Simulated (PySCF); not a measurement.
CH5FO2Si2, SMILES O=C(O)[Si@@H](F)[SiH3].

Geometry optimised at PBE-D3(BJ)/def2-SVP. The structure was generated by enumeration; whether it is a known compound was not checked. The values are those of a single conformer.

Computed with PBE-D3(BJ)/def2-SVP (PySCF).

Frequencies are harmonic and unscaled.

Computed normal modes with their intensities:
```csv
mode,ν (cm⁻¹),IR (km/mol),moving atoms (share of kinetic energy)
1,35,2.1,"O 76 %, Si 10 %, H 9 %"
2,76,0.5,"H 45 %, Si 23 %, O 21 %, F 10 %"
3,93,0.7,"H 60 %, O 19 %, Si 16 %"
4,138,7.5,"F 42 %, O 34 %, Si 11 %, H 9 %"
5,163,6.5,"F 39 %, Si 39 %, H 16 %"
6,283,5.5,"O 44 %, F 21 %, C 15 %, Si 15 %"
7,368,23.1,"Si 52 %, O 26 %, H 14 %"
8,412,11.3,"H 65 %, C 27 %"
9,448,45.3,"Si 49 %, H 33 %, O 14 %"
10,498,20.2,"H 60 %, Si 31 %"
11,549,20.4,"H 57 %, Si 23 %, C 17 %"
12,674,114.3,"H 45 %, O 35 %, C 16 %"
13,704,126.3,"H 60 %, O 20 %, C 12 %, Si 8 %"
14,743,103.2,"H 61 %, C 22 %, Si 9 %, O 8 %"
15,782,13.5,"H 80 %, F 15 %"
16,828,122.8,"H 80 %, Si 13 %"
17,870,50.4,"Si 37 %, F 36 %, H 27 %"
18,895,36.0,H 97 %
19,903,70.8,"H 87 %, Si 8 %"
20,1123,205.7,"O 48 %, H 35 %, C 16 %"
21,1299,37.6,"C 52 %, H 34 %, O 13 %"
22,1740,178.9,"C 60 %, O 38 %"
23,2160,51.8,H 99 %
24,2170,22.0,H 97 %
25,2178,96.1,H 96 %
26,2183,81.6,H 96 %
27,3533,26.1,H 94 %
```
